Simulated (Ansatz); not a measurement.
Mulliken charges of ClF2GeHO (`[OH][Ge]([F])([F])[Cl]`) from PBE/def2-TZVPP in Ansatz (PBE0-D4/def2-TZVP geometry).

```tsv
atom	x (Å)	y (Å)	z (Å)	charge (e)
O1	-0.909	0.534	0.927	-0.333
Ge2	0.224	-0.017	-0.265	0.933
F3	1.590	-0.731	0.476	-0.296
F4	-0.454	-1.266	-1.218	-0.296
Cl5	0.810	1.582	-1.476	-0.206
H6	-1.218	-0.167	1.510	0.197
```

Q: By hand: the dipole of these point charges (1 e Å = 4.8032 D).

A: Σ q r = (-0.231, 0.039, 0.265) e Å, of length 0.354 e Å = 1.70 D.

Q: How does the dipole of the full density compare? (An estimate is asked.)

A: Ansatz gave: (-0.184, 0.016, 0.213) e Å, 1.35 D; the point charges give 1.26 times that, at 3° from its direction.

Point charges leave out the atoms' own dipoles, such as those of lone pairs, and Mulliken's split depends on the basis, so the two needn't agree.
